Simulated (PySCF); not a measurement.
## Calculated data, GeH$_{2}$OSi

Calculation on a computer-drawn molecule: optimised geometry and harmonic frequencies of an isolated molecule of the commonest isotopes, restricted reference for singlets and unrestricted otherwise, frozen core in MP2; on germanium a core potential holds 10 electrons, which the energies leave out, and 3d is frozen in MP2 and coupled-cluster steps. Program: PySCF 2.14.0.

Common to all runs: charge 0; multiplicity 1; basis cc-pV(D+d)Z; basis and core potential on germanium cc-pVDZ-PP ECP10MDF.

(1) GeH$_{2}$OSi

Start structure:
```xyz
5
GeH2OSi
O      1.7022    -0.0635     1.7095
Ge     1.5719     1.1364     0.6224
Si     0.0303     0.1337    -0.9593
H      2.4476     2.4347     0.8001
H     -1.1349     0.8461    -0.4859
```

Settings of this run: method HF.

It finds rotational constants 19.64, 3.022, 2.68 GHz; total energy -658.2283 hartree; convergence status largest gradient component 1.118e-05 hartree/bohr.

Drawn bonds:
```tsv
atom	other atom	order
1	2	2
2	3	1
2	4	1
3	5	1
```

Optimised structure:
```xyz
5
GeH2OSi
O      1.8708    -0.0446     1.9377
Ge     1.5528     0.9571     0.6966
Si     0.0725     0.2773    -1.1369
H      2.2145     2.3524     0.6292
H     -1.0934     0.9452    -0.4399
```

Modes:
```tsv
frequency (cm⁻¹)	reduced mass (dalton)
116.5	8.879
203.2	1.165
327.3	9.59
401.8	1.143
690.1	1.117
769.3	1.084
1033	17.97
2144	1.022
2162	1.04
```

(2) GeH$_{2}$OSi

Start structure:
```xyz
5
GeH2OSi
O      1.8708    -0.0446     1.9377
Ge     1.5528     0.9571     0.6966
Si     0.0725     0.2773    -1.1369
H      2.2145     2.3524     0.6292
H     -1.0934     0.9452    -0.4399
```

Settings of this run: method MP2.

Results for GeH$_{2}$OSi: rotational constants 18.06, 3.024, 2.651 GHz; total energy -658.5971 hartree; convergence status largest gradient component 2.017e-05 hartree/bohr.

Drawn bonds:
```tsv
atom	other atom	order
1	2	2
2	3	1
2	4	1
3	5	1
```

Optimised structure:
```xyz
5
GeH2OSi
O      1.8637    -0.0736     1.9496
Ge     1.5425     0.9778     0.6761
Si     0.0670     0.2550    -1.1425
H      2.2257     2.3776     0.6331
H     -1.0817     0.9506    -0.4296
```

Modes:
```tsv
frequency (cm⁻¹)	reduced mass (dalton)
79.2	6.964
152.3	1.175
320.5	7.348
347.5	1.213
636.5	1.109
708.4	1.096
924.1	14.78
2058	1.021
2114	1.042
```
